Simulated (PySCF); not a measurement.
Delta-SCF ions had no search for a lower state. Excitations are Tamm–Dancoff values on a coarser integration grid. The basis has no diffuse functions, so Rydberg states are missing or too high.

**C₂H₄B₂, SMILES `B1=BCC1` (charge 0, multiplicity 1)**

The numbers are results of PySCF 2.14.0 with CAM-B3LYP-D3(BJ)/def2-TZVP, not measurements.

```json
{
  "HOMO": "-6.45 eV",
  "dipole_moment": "1.81 D",
  "LUMO": "-1.53 eV",
  "HOMO–LUMO gap": "4.92 eV",
  "S1 excitation (TDA)": "1.50 eV",
  "S1 oscillator strength": "0.042",
  "brightest of the four lowest singlets (TDA)": "4.74 eV",
  "T1 excitation (TDA)": "0.81 eV",
  "S1–T1 gap (TDA)": "0.69 eV",
  "vertical ionisation energy (Delta-SCF)": "7.33 eV",
  "total_energy": "-128.0387 Ha",
  "cost": "around 120 core-seconds (rough)"
}
```

Bonded distances (Å): B1–B2 1.554, B1–C4 1.545, B2–C3 1.545, C3–C4 1.658, C3–H5 1.085, C3–H6 1.092, C4–H7 1.085, C4–H8 1.092. Angles (°): B2–B1–C4 88.6, B1–B2–C3 88.6, B2–C3–C4 85.0, B2–C3–H5 125.4, B2–C3–H6 112.7, C4–C3–H5 112.5, C4–C3–H6 104.6, H5–C3–H6 111.8, B1–C4–C3 85.0, B1–C4–H7 125.4, B1–C4–H8 112.7, C3–C4–H7 112.5, C3–C4–H8 104.6, H7–C4–H8 111.8.
Charge 0, spin multiplicity 1.
